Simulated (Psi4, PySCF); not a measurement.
The PySCF input:
```python
from pyscf import gto, scf, dft

mol = gto.M(
    atom='''
C    -1.02555045    0.51141695    0.04925011
Cl    0.46670147   -0.16319083   -0.01323040
H    -1.78062225   -0.29425759   -0.07058381
''',
    basis='def2-svp',
    verbose=4,
)

mf = dft.RKS(mol)
mf.xc = 'r2scan'
mf.grids.atom_grid = (99, 590)
mf.grids.prune = None
mf.kernel()
```

**Question.** Write the same job for Psi4.

**Answer.** This is not unique; one that fits is 
```
memory 2 GB

molecule mol {
0 1
C    -1.025550    0.511417    0.049250
Cl    0.466701   -0.163191   -0.013230
H    -1.780622   -0.294258   -0.070584
}

set {
  basis def2-svp
  reference rks
  scf_type pk
  puream true
  d_convergence 1e-8
  dft_radial_points 99
  dft_spherical_points 590
}

energy('r2scan')
print_variables()
```

Both were run: PySCF gave -498.526613 Eh and Psi4 -498.526548 Eh, 0.065 mEh apart.
